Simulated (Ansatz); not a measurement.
SiSn₂⁻. Charge -1, multiplicity 4. Geometry r2SCAN-D4/def2-TZVPD.

```xyz
3

Si   -0.429   -1.225    0.398
Sn   -0.632    1.268    0.910
Sn    1.061   -0.043   -1.308
```

In the def2 sets Sn takes a core potential; there is no spin–orbit coupling. At HF/def2-TZVPD, ωB97X-V/def2-TZVPD the charge -1 quartet is spin-contaminated (final ⟨S²⟩ up to 4.32, 3.75 for a pure state). At PBE-D4/def2-TZVPD, BLYP-D4/def2-TZVPD, PBE0-D4/def2-TZVPD the highest occupied level of the charge -1 quartet lies above zero (up to 1.24 eV). The electron is either unbound and held by the finite basis, or the level is raised by self-interaction error. At PBE0-D4/def2-TZVPD a doublet of charge -1 lies 1.25 eV below the quartet, each at its own geometry. The structure comes from a short search, and lower isomers may exist.

Task: Estimate the α-spin orbital energies around the gap (eV) in Ansatz with HF/def2-TZVPD, PBE-D4/def2-TZVPD, BLYP-D4/def2-TZVPD, PBE0-D4/def2-TZVPD, ωB97X-V/def2-TZVPD.

Result: 
| orbital | HF/def2-TZVPD | PBE-D4/def2-TZVPD | BLYP-D4/def2-TZVPD | PBE0-D4/def2-TZVPD | ωB97X-V/def2-TZVPD |
| --- | --- | --- | --- | --- | --- |
| HOMO−9 | -30.51 | -20.43 | -20.25 | -23.21 | -25.70 |
| HOMO−8 | -30.48 | -20.41 | -20.23 | -23.19 | -25.68 |
| HOMO−7 | -14.79 | -8.68 | -8.48 | -10.44 | -13.47 |
| HOMO−6 | -10.69 | -5.83 | -5.64 | -7.21 | -9.84 |
| HOMO−5 | -9.03 | -4.89 | -4.73 | -6.16 | -8.65 |
| HOMO−4 | -4.36 | -1.16 | -0.92 | -2.00 | -3.88 |
| HOMO−3 | -3.85 | -1.08 | -0.81 | -1.96 | -3.77 |
| HOMO−2 | -3.42 | -0.96 | -0.69 | -1.80 | -3.75 |
| HOMO−1 | -2.74 | -0.24 | 0.03 | -1.00 | -2.63 |
| HOMO | -1.74 | 0.99 | 1.24 | 0.26 | -1.38 |
| LUMO | 3.99 | 1.64 | 1.81 | 2.27 | 3.87 |
| LUMO+1 | 4.62 | 2.15 | 2.31 | 2.61 | 3.96 |
| LUMO+2 | 5.08 | 2.79 | 2.92 | 3.25 | 4.46 |
| LUMO+3 | 5.29 | 2.95 | 3.12 | 3.46 | 4.93 |
| LUMO+4 | 5.38 | 3.30 | 3.46 | 3.78 | 5.14 |
| LUMO+5 | 6.15 | 4.20 | 4.35 | 4.69 | 6.02 |
| β HOMO | -2.72 | -0.54 | -0.38 | -1.29 | -3.08 |
| β LUMO | 3.50 | -0.08 | 0.00 | 0.61 | 2.24 |
